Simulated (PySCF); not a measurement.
Compound: selenium tetrafluoride, SeF4.
Atom-mapped SMILES: `[F:1][Se:2]([F:3])([F:4])[F:5]`

Geometry (PBE0-D3(BJ)/def2-SVP, Å), atoms numbered from 1 in this order:
```
atom  x, y, z in Å
F1    -0.071    1.371   -0.373
Se2   -0.029   -0.339   -0.410
F3    -1.765   -0.282   -0.029
F4     0.219   -0.673    1.249
F5     1.738   -0.182   -0.534
```

Computed with PBE0-D3(BJ)/def2-SVP geometry optimisation, gas phase in PySCF 2.14.0.

Masses are those of the commonest isotopes; rigid-rotor values at the optimised geometry. 

Problem. Give the principal moments of inertia and the rotational constants in GHz.

Solution. Ia = 97.44, Ib = 151.02, Ic = 184.51 u·Å²; 505379 MHz·u·Å²/I gives 5186, 3346 and 2739 MHz, that is A = 5.1864, B = 3.3464, C = 2.7391 GHz.

Problem. What kind of rotor is it?

Solution. An asymmetric top. Ray's parameter κ = (2B − A − C)/(A − C) = -0.504; −1 is the prolate and +1 the oblate limit.

Problem. What does the inertial defect say?

Solution. Not planar: Δ = Ic − Ia − Ib = -63.96 u·Å². For a rigid frame Δ = −2 Σ m c², so Σ m c² = 31.98 u·Å² lies off the ab plane. The atom farthest from that plane is 0.79 Å away.

Problem. Give the other two planar moments, Paa and Pbb, and the rms extents of the mass along the axes.

Solution. Paa = Σ m a² = (Ib + Ic − Ia)/2 = 119.04 and Pbb = Σ m b² = (Ia + Ic − Ib)/2 = 65.46 u·Å². With the mass M = 155.91 u, the rms extents √(P/M) along a, b and c are 0.87, 0.65, 0.45 Å.

Problem. Where do the levels up to J = 5 lie, in MHz?

Solution. Above 0(0,0):
J = 1: 1(0,1) 6085, 1(1,1) 7925, 1(1,0) 8533
J = 2: 2(0,2) 18129, 2(1,2) 19489, 2(1,1) 21311, 2(2,1) 26831, 2(2,0) 26958
J = 3: 3(0,3) 35910, 3(1,3) 36762, 3(1,2) 40389, 3(2,2) 45087, 3(2,1) 45690, 3(3,1) 55878, 3(3,0) 55895
J = 4: 4(0,4) 59217, 4(1,4) 59678, 4(1,3) 65634, 4(2,3) 69329, 4(2,2) 70964, 4(3,2) 80431, 4(3,1) 80548, 4(4,1) 95253, 4(4,0) 95255
J = 5: 5(0,5) 87954, 5(1,5) 88176, 5(1,4) 96845, 5(2,4) 99475, 5(2,3) 102786, 5(3,3) 111147, 5(3,2) 111588, 5(4,2) 125962, 5(4,1) 125979, 5(5,1) 144995, 5(5,0) 144995

Problem. Predict some low-J microwave lines.

Solution. The dipole components are |μa| = 0.00 D, |μb| = 0.00 D, |μc| = 1.97 D; the symmetry axis of this C2v structure is c, so μa and μb vanish by symmetry and there are no a-type or b-type lines. Some lines, for components of 0.1 D or more:

| type | branch | J(Ka,Kc) | MHz | lower level (cm⁻¹) |
| --- | --- | --- | --- | --- |
| c | Q | 3(1,3) ← 3(0,3) | 852 | 1.198 |
| c | Q | 2(1,2) ← 2(0,2) | 1360 | 0.605 |
| c | Q | 4(2,3) ← 4(1,3) | 3695 | 2.189 |
| c | Q | 4(3,2) ← 4(2,2) | 9467 | 2.367 |
| c | Q | 3(3,1) ← 3(2,1) | 10188 | 1.524 |
| c | R | 2(2,0) ← 1(1,0) | 18425 | 0.285 |
| c | R | 2(2,1) ← 1(1,1) | 18906 | 0.264 |
| c | R | 3(2,1) ← 2(1,1) | 24379 | 0.711 |
| c | R | 4(3,1) ← 3(2,1) | 34858 | 1.524 |
| c | R | 4(4,0) ← 3(3,0) | 39360 | 1.864 |

Not checked by PBE0-D3(BJ)/def2-SVP frequencies. No vibrational averaging or centrifugal distortion is included, and the geometry carries the error of its method.
